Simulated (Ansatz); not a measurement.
Stepwise reaction of `C=C[Si](O)([SiH3])[SiH3]` with water, as a gas-phase model of exchange steps in deposition or etching. ΔE in kJ/mol.

Calculated with Ansatz (gas phase, PBE0-D4/def2-TZVP geometries, no zero-point term in ΔE). CCSD(T)/CBS is the MP2 limit (def2-TZVPP, def2-QZVPP) plus CCSD(T) − MP2 in def2-TZVPP, frozen cores. This one scheme is used for every species. DFT in def2-TZVPP. B3LYP here is the variant with VWN-RPA as its local correlation; programs differ in this. Each species was taken in one conformer, which may not be the lowest.

```
step                                               reaction  PBE-D4  B3LYP-D4  ωB97M-V  CCSD(T)/CBS
   2  `C=C[Si](O)(O)[SiH3]` + H₂O → `C=C[Si](O)(O)O` + SiH₄  -104.7    -126.7   -134.3       -126.2
```

(1) Give the row of step 1, `C=C[Si](O)([SiH3])[SiH3]` + H₂O → `C=C[Si](O)(O)[SiH3]` + SiH₄. (Best estimate.)

(2) By hand: ΔE of the 2 steps together at CCSD(T)/CBS.

Answers

(1) The calculation gave: 
```csv
step,reaction,PBE-D4,B3LYP-D4,ωB97M-V,CCSD(T)/CBS
1,`C=C[Si](O)([SiH3])[SiH3]` + H₂O → `C=C[Si](O)(O)[SiH3]` + SiH₄,-91.5,-113.0,-120.5,-111.5
```

(2) (-111.5) + (-126.2) = -237.7 kJ/mol, or -118.8 kJ/mol a step.

In ΔE each step is lower than the one before. All are downhill at CCSD(T)/CBS. PBE-D4 differs from CCSD(T)/CBS by 20.0 to 21.5 kJ/mol a step. Isolated molecules leave out the surface, adducts and barriers. Largest T1 diagnostic: 0.013.
